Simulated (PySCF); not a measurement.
Job file and geometry (Å, from GFN2-xTB) of an NMR shielding run on SMILES B[SiH2]C(F)(F)F, CH$_{4}$BF$_{3}$Si, PySCF, GIAO PBE0/pcSseg-1 NMR shielding, non-relativistic, gas phase; density fitting, a coarse starting grid and PySCF grid level 2 are the driver's defaults:

```
$ OMP_NUM_THREADS=1 python probes_run.py task.json out

{"job": {"kind": "nmr", "xc": "PBE0", "basis": "pcSseg-1"}, "charge": 0, "multiplicity": 1}
B      1.742811    -0.445848    -0.228773
Si     0.304944     0.846038     0.071658
C     -1.307718    -0.276539     0.091321
F     -1.476482    -0.948937    -1.068882
F     -2.446236     0.409941     0.293898
F     -1.262015    -1.219851     1.058711
H      2.051469    -0.777034    -1.306317
H      2.300804    -0.952380     0.664655
H      0.161775     1.540090     1.359157
H     -0.060469     1.829175    -0.957955
```

Q: What does the program print?

A: 
```
coarse grid: 9536 points
cycle   1  E = -653.6380842597  dE =  5.698e-01  |g| = 8.264e-01  |ddm| = 2.684e+00
cycle   2  E = -653.5040266457  dE =  1.341e-01  |g| = 1.272e+00  |ddm| = 9.702e-01
cycle   3  E = -653.7528386164  dE = -2.488e-01  |g| = 2.797e-02  |ddm| = 5.871e-01
cycle   4  E = -653.7529982878  dE = -1.597e-04  |g| = 1.089e-02  |ddm| = 3.701e-02
cycle   5  E = -653.7530230810  dE = -2.479e-05  |g| = 3.231e-03  |ddm| = 1.210e-02
cycle   6  E = -653.7530246537  dE = -1.573e-06  |g| = 1.140e-03  |ddm| = 2.605e-03
final grid: 90648 points
cycle   7  E = -653.8059716436  dE = -3.801e-05  |g| = 5.842e-03  |ddm| = 1.515e-02
cycle   8  E = -653.8059676652  dE =  3.978e-06  |g| = 8.098e-03  |ddm| = 7.618e-03
cycle   9  E = -653.8059781817  dE = -1.052e-05  |g| = 5.261e-04  |ddm| = 3.920e-03
cycle  10  E = -653.8059782549  dE = -7.318e-08  |g| = 1.585e-04  |ddm| = 6.464e-04
cycle  11  E = -653.8059782620  dE = -7.133e-09  |g| = 5.209e-05  |ddm| = 2.053e-04
cycle  12  E = -653.8059782624  dE = -4.305e-10  |g| = 1.942e-05  |ddm| = 4.014e-05
converged SCF energy = -653.8059782624

GIAO shielding tensors (ppm)
atom      isotropic    diamagn.    paramagn.     s11        s22        s33       span
  0 B      -13.631     197.918    -211.549   -124.092    -70.496    153.696    277.788
  1 Si     423.996     879.580    -455.584    409.997    421.497    440.493     30.496
  2 C       44.794     246.200    -201.406     40.395     40.473     53.513     13.118
  3 F      220.632     475.085    -254.453    117.813    226.975    317.109    199.296
  4 F      218.288     472.250    -253.962    126.283    209.478    319.103    192.820
  5 F      220.355     475.134    -254.779    117.464    225.304    318.295    200.831
  6 H       21.151      29.416      -8.265      8.503     26.249     28.700     20.197
  7 H       21.171      29.404      -8.233      8.625     26.251     28.637     20.013
  8 H       27.274      28.256      -0.982     24.642     25.496     31.685      7.043
  9 H       27.259      28.229      -0.971     24.604     25.547     31.625      7.021
```

Size and cost of the density-fitted run: 129 basis functions, 25 s wall time on 1 thread of an Arm Neoverse N1, shared host; peak memory 0.59 GiB.
